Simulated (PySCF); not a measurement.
Highest orbital energy against ionisation energy along the alkaline earths

Calculated with PySCF 2.14, no spin-orbit coupling. Each cell gives −ε(HOMO) / ΔSCF in eV; NIST values include spin-orbit coupling, (s) semi-empirical, (t) theoretical.

| species | UHF | LDA | PBE | PBE0 | r2SCAN | NIST (lowest levels) |
| --- | --- | --- | --- | --- | --- | --- |
| Be⁺ (def2-TZVPPD, non-relativistic) | 18.124 / 18.122 | 14.290 / 18.239 | 14.457 / 18.478 | 15.469 / 18.442 | 14.607 / 18.171 | 18.211 |
| Mg⁺ (def2-TZVPPD, non-relativistic) | 14.726 / 14.712 | 12.012 / 15.315 | 11.928 / 15.306 | 12.722 / 15.208 | 12.075 / 15.004 | 15.035 |
| Ca⁺ (def2-TZVPPD, non-relativistic) | 11.336 / 11.315 | 9.475 / 12.094 | 9.317 / 11.974 | 9.923 / 11.865 | 9.399 / 11.671 | 11.872 |
| Sr⁺ (def2-TZVPPD with the def2 core potential (28 electrons), ECP) | 10.469 / 10.442 | 8.875 / 11.333 | 8.681 / 11.171 | 9.233 / 11.048 | 8.769 / 10.866 | 11.030 |
| Ba⁺ (def2-TZVPPD with the def2 core potential (46 electrons), ECP) | 9.367 / 9.345 | 8.023 / 10.245 | 7.838 / 10.089 | 8.328 / 9.967 | 7.910 / 9.785 | 10.004 |

Q: How far is −ε(HOMO) from ΔSCF on average for each method, and why?

A: UHF 0.02 eV; LDA -2.91 eV; PBE -2.96 eV; PBE0 -2.17 eV; r2SCAN -2.55 eV. Hartree-Fock orbital energies lack relaxation and so exceed the ΔSCF value; semilocal functionals have convex E(N) from self-interaction, so their HOMO lies far too high; exact exchange moves hybrids part of the way back.
